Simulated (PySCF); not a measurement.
CH6AlFSi. Atoms are numbered in the order given.

```xyz
10

Al     0.3082    -0.3256     0.2785
F      1.8067    -0.7105    -0.3656
C     -0.1337    -1.1144     1.9987
H     -0.1104    -2.2169     1.9391
H     -1.1259    -0.8202     2.3766
H      0.6141    -0.8320     2.7607
Si    -1.0555     1.1856    -1.0868
H     -2.4184     1.3929    -0.4994
H     -1.2366     0.6579    -2.4777
H     -0.4103     2.5336    -1.2074
```
Charge 0, spin multiplicity 1.

Geometry optimised at r2SCAN-D4/def2-SVP. A frequency run showed that this geometry is not a minimum. The structure was generated by enumeration; whether it is a known compound was not checked.

Method: ωB97X/def2-TZVP in PySCF.

ESP charges are fitted to the potential on shells at 1.4 to 2.0 van der Waals radii. Atomic charges (e):

```
atom  Löwdin  ESP fit    IAO
----  ------  -------  -----
Al1     0.11     1.01    [?]
F2     -0.04    -0.47    [?]
C3     -0.50    -0.81  -0.83
H4      0.14     0.18    [?]
H5      0.14     0.15    [?]
H6      0.14     0.18    [?]
Si7     0.09    -0.26   0.16
H8     -0.03     0.00  -0.11
H9     -0.03     0.01  -0.10
H10    -0.03     0.01  -0.10
```

### Question
What belongs in the gaps? (Estimate from the structure and the level; the computed values follow.)

### Answer

- Al1, IAO: 1.08
- F2, IAO: -0.58
- H4, IAO: 0.16
- H5, IAO: 0.15
- H6, IAO: 0.16
